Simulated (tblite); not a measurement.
Compound: C6H16OSSi.
Atom-mapped SMILES: `[CH3:1][C@@H:2]([CH2:3][CH2:4][CH2:5][SiH3:6])[S@@:7]([CH3:8])=[O:9]` (hydrogens: H10, H11, H12 on C1; H13 on C2; H14, H15 on C3; H16, H17 on C4; H18, H19 on C5; H20, H21, H22 on Si6; H23, H24, H25 on C8)

Geometry (GFN2-xTB, Å), atoms numbered from 1 in this order:
```
atom  x, y, z in Å
C1     1.509   -0.918    1.513
C2     1.372   -0.546    0.049
C3    -0.007   -0.822   -0.538
C4    -1.142   -0.150    0.231
C5    -2.483   -0.325   -0.475
Si6   -3.927    0.471    0.470
S7     1.678    1.294   -0.141
C8     3.517    1.203    0.022
O9     1.429    1.589   -1.553
H10    1.100   -1.911    1.691
H11    2.551   -0.925    1.823
H12    0.971   -0.208    2.138
H13    2.123   -1.055   -0.559
H14   -0.009   -0.445   -1.565
H15   -0.177   -1.902   -0.579
H16   -0.919    0.916    0.324
H17   -1.209   -0.571    1.236
H18   -2.413    0.106   -1.475
H19   -2.675   -1.392   -0.613
H20   -3.999   -0.112    1.814
H21   -5.176    0.202   -0.245
H22   -3.709    1.914    0.584
H23    3.770    0.881    1.024
H24    3.901    2.203   -0.154
H25    3.917    0.524   -0.723
```

Level: GFN2-xTB in tblite, geometry and Hessian alike; calculated harmonic values, unscaled, isolated species. Errors from tens to a few hundred cm⁻¹ against measured bands are possible. Modes of hydrogen on silicon can be 10 to 20 % off. One conformer, not necessarily the lowest.

Harmonic wavenumbers (cm⁻¹): 29.9, 43.7, 60.0, 103.1, 118.5, 126.3, 139.5, 180.7, 205.5, 237.6, 257.4, 286.9, 314.4, 339.2, 394.7, 509.2, 513.5, 556.8, 644.2, 668.7, 737.6, 766.5, 781.8, 793.0, 799.9, 813.0, 874.9, 877.1, 930.7, 979.3, 992.1, 1027.2, 1070.3, 1091.8, 1131.0, 1138.6, 1167.3, 1195.0, 1228.1, 1264.3, 1282.3, 1290.4, 1296.5, 1327.5, 1370.3, 1410.9, 1437.5, 1458.8, 1480.4, 1486.2, 1488.4, 1499.8, 1504.7, 2236.5, 2262.0, 2267.9, 2944.9, 2948.8, 2956.0, 2968.4, 2973.5, 2978.3, 2984.2, 3021.4, 3035.3, 3043.0, 3054.5, 3064.4, 3079.4.

A = 2192, B = 478.6, C = 439.8 MHz; mass 164.069 u (most abundant isotopes); point group C1, symmetry number 1.

What is the zero-point energy?

½Σν̃ = 44771 cm⁻¹ = 128.00 kcal/mol.

Give the ideal-gas entropy at 500 K and 1 bar in the rigid-rotor, harmonic-oscillator model (classical rotation).

Translation 43.79, rotation 32.46, vibration 73.85: S = 150.1 cal/(mol K).

And Cp and H(500 K) − H(0)?

Cp = 74.48 cal/(mol K), of which vibrations give 66.53 (their classical limit is 69 R = 137.1); H(500 K) − H(0) = 21.95 kcal/mol without the zero-point energy, 17.97 from vibrations.

Blend soft modes into free rotors: weight 1/[1 + (100 cm⁻¹/ν̃)⁴] for the oscillator and the rest for a rotor with moment μB/(μ + B), μ = h/(8π²ν), B = 10⁻⁴⁴ kg m². What vibrational entropy results?

67.00 cal/(mol K) in place of 73.85, which changes −T·S at 500 K by +3.43 kcal/mol.

How do the functions run with temperature in this model?

```
 T (K)  S (cal/(mol K))  Cp (cal/(mol K))  H − H(0) (kcal/mol)  G − H(0) (kcal/mol)  ln q(vib)
   150             90.5              31.9                 3.11               -10.46       5.54
   250            109.6              44.4                 6.91               -20.50       9.66
298.15            118.0              50.7                 9.20               -25.98      11.54
   400            134.7              63.5                15.03               -38.86      15.40
   600            164.5              83.7                29.87               -68.84      22.64
   900            202.5             103.5                58.18              -124.08      32.66
```

q(vib) and H(0) count from the zero-point level.

Which modes carry the vibrational entropy at 500 K?

29.9 cm⁻¹: 6.86; 43.7 cm⁻¹: 6.11; 60.0 cm⁻¹: 5.48; 103.1 cm⁻¹: 4.41; 118.5 cm⁻¹: 4.13; 126.3 cm⁻¹: 4.01 cal/(mol K); the other 63 give 42.85 together.

Hindered rotation and anharmonicity are outside this model. Other conformers, if any are populated, would add a mixing term that is left out. The structure is chiral; the term R ln 2 for an equal mix with its mirror image is left out.
